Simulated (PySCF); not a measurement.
Excitations are Tamm–Dancoff values on a coarser integration grid. The basis has no diffuse functions, so Rydberg states are missing or too high.

Z-matrix (Å, degrees):
```
Si
C 1 1.7023
H 2 1.0834 1 123.08
H 2 1.0842 3 116.05 1 -179.99
H 1 1.4815 2 124.00 3 0.03
C 1 1.9106 5 115.44 2 -179.95
O 6 1.2037 1 121.91 5 -179.89
H 6 1.1152 7 120.03 1 179.97
```
Charge 0, multiplicity 1.

Question: Predict the T1 excitation (TDA), total energy and HOMO–LUMO gap from PBE0-D3(BJ)/def2-TZVP run with PySCF.

Answer: 
The T1 excitation (TDA) comes out as 1.94 eV. The total energy is -12055.36 eV and the HOMO–LUMO gap is 4.31 eV.
